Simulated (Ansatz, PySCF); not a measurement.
Reaction (SMILES): COC(C)OC → [CH2]C(OC)OC + H atom (the C-H bond at the site shown breaks; other sites are not compared here)
Structures are relaxed separately at B3LYP-D3(BJ)/def2-TZVP in Ansatz (a first-principles code), one conformer each, not searched for the lowest. Frequencies are from Ansatz or PySCF.

Property: bond dissociation energy (enthalpy at 298 K, with B3LYP-D3(BJ) rigid-rotor harmonic-oscillator terms), in kcal/mol. Valence correlation only, unless marked. Open shells are spin-unrestricted. Spin-orbit coupling is left out. Non-relativistic unless marked X2C. CBS(X,Y): correlation extrapolated as X^-3; Hartree-Fock from the larger set. The bracket is a focal-point correction in the basis named.

| level | program | bond dissociation energy (kcal/mol) | minus last row |
|---|---|---|---|
| revPBE-D3(BJ)/def2-TZVPD | Ansatz + dftd3 | 98.0 | -6.6 |
| revPBE-D4/def2-TZVPD | Ansatz + dftd4 | 98.3 | -6.3 |
| r2SCAN-D4/def2-TZVPD | Ansatz + dftd4 | 98.2 | -6.4 |
| B97M-V/def2-TZVPD | Ansatz | 101.8 | -2.8 |
| B3LYP/def2-TZVPD | Ansatz | 101.0 | -3.6 |
| PBE0/STO-3G | Ansatz | 128.5 | 23.9 |
| PBE0-D4/def2-TZVP | Ansatz + dftd4 | 100.1 | -4.5 |
| BHLYP-D4/def2-TZVPD | Ansatz + dftd4 | 100.7 | -3.9 |
| r2SCANh-D4/def2-TZVPD | Ansatz + dftd4 | 98.4 | -6.2 |
| r2SCAN0-D4/def2-TZVPD | Ansatz + dftd4 | 98.6 | -6.0 |
| CAM-B3LYP-D4/def2-TZVPD | Ansatz + dftd4 | 102.3 | -2.3 |
| CAM-B3LYP/def2-TZVPD | Ansatz | 102.0 | -2.6 |
| wB97X-V/def2-TZVPD | Ansatz | 103.4 | -1.2 |
| B2GP-PLYP-D4/def2-TZVPD | Ansatz + dftd4 | 101.6 | -3.0 |
| B2PLYP-D4/def2-TZVPD | Ansatz + dftd4 | 101.5 | -3.1 |
| MP2/6-31G | Ansatz | 92.5 | -12.1 |
| MP2/cc-pVDZ | Ansatz | 99.6 | -5.0 |
| CCSD/STO-3G | Ansatz | 117.1 | 12.5 |
| CCSD(T)/6-31G* | Ansatz | 96.7 | -7.9 |
| X2C-CCSD(T)/cc-pVTZ-DK | Ansatz | 103.1 | -1.5 |
| RI-MP2/CBS(cc-pVTZ,cc-pVQZ)+[CCSD(T)-MP2]/cc-pVTZ | Ansatz | 104.6 | 0.0 |
